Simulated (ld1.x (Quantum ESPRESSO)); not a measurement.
Transferability test, TM potential for lanthanum (La)

lanthanum, norm-conserving Troullier–Martins (Kleinman–Bylander form), made with ld1.x (Quantum ESPRESSO) 7.5 (PBEsol, fully relativistic). Core [Kr] 4d10, reference 4f0 5s2 5p6 5d1 6s2 6p0. Waves: 5s (bound): rc 2.40 bohr; 5p (bound): rc 2.60 bohr; 5d (bound): rc 2.55 bohr; 4f (bound, empty): rc 1.10 bohr. Local part: all-electron potential smoothed inside 2.15 bohr (lloc = -1). Core correction: none.

Open shells are filled in proportion to 2j + 1 (rel_dist='average').

Occupied shells without a wave of their own: 6s. They enter only through the test configuration that unscreens the potential.

Energies are relative to the spin-unpolarised reference configuration 4f0 5s2 5p6 5d1 6s2 6p0; without spin polarisation the order of configurations can differ from experiment. Not all tests gave a result: 1 of 7 tests not solved or not reliable. Left out of the table: 4f1 5s2 5p6 5d0 6s2 6p0 (all-electron atom not converged, printed error -39.3 eV).

```
  valence configuration  charge  ΔE all-electron (eV)  error AE − PS (meV)
4f0 5s2 5p6 5d1 6s1 6p0      +1                 5.999                 -712
4f0 5s2 5p6 5d1 6s0 6p0      +2                16.845                -2034
4f0 5s2 5p6 5d0 6s0 6p0      +3                35.741                -2949
4f0 5s2 5p6 5d0 6s2 6p0      +1                 6.398                  +25
```

Task: What are ΔE and the potential's error for 4f0 5s2 5p6 5d1 6s1 6p1?

Result: ΔE = 2.400 eV all-electron; the error (AE − PS) is -542 meV.

Task: What are ΔE and the potential's error for 4f0 5s2 5p6 5d0 6s2 6p1?

Result: ΔE = 2.313 eV all-electron; the error (AE − PS) is +87 meV.

Levels in the configuration 4f0 5s2 5p6 5d0 6s2 6p1:

```
   level  all-electron (eV)  pseudo (eV)
5s j=1/2            -41.858      -41.581
5p j=1/2            -26.963      -26.758
5p j=3/2            -24.372      -24.189
6s j=1/2             -4.888       -5.544
6p j=1/2             -2.325       -2.403
6p j=3/2             -2.092       -2.170
```

These tests converged, but a pseudo level misses the all-electron one widely, so the file describes the atom poorly there or has found another state: 4f0 5s2 5p6 5d0 6s0 6p0: empty 6s by 2.7 eV. ld1.x printed “convergence not achieved” for 4 of the counted tests; their residual had stalled under 1e-8, short of the target of 1e-14. The 6s level has no wave, so the channel is fitted at the deeper level alone: the likely source of the large errors.

A Bessel basis up to 400 Ry misses an occupied level by 0.04 Ry, so cutoffs and ghosts were not judged. The potential misses its own reference levels by up to 0.5 eV.
